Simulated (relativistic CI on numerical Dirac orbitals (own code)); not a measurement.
Spin-allowed bands of a d3 ion in an octahedral site, by hand

Problem. A d3 ion in an octahedral site has a 4A2 ground term and spin-allowed bands at ν1 = 18900 and ν2 = 25200 cm⁻¹ (from a computed ligand-field model). Find Δ and the Racah parameter B, and predict the third band.

Working.
1. The F term splits into A2 (−1.2Δ), T2 (−0.2Δ) and T1 (+0.6Δ), so ν1 = E(T2) − E(A2) = Δ = 18900 cm⁻¹.
2. T1(F) mixes with T1(P), which lies at 15B, through an element 0.4Δ. The two roots, counted from A2, are ν2,3 = ½(15B + 3Δ) ∓ ½√[(15B − Δ)² + 12BΔ].
3. Solving the lower root for B gives B = (2ν1² + ν2² − 3ν1ν2)/(15ν2 − 27ν1) = -79380000/-132300 = 600 cm⁻¹.
4. The sum of the roots is 15B + 3Δ, so ν3 = 15B + 3ν1 − ν2 = 40500 cm⁻¹ (247 nm).

Check. The bands were computed by exact diagonalisation of the d3 shell with B = 600 and Δ = 18900 cm⁻¹, which gives ν3 = 40500 cm⁻¹. C does not enter the terms of highest spin.
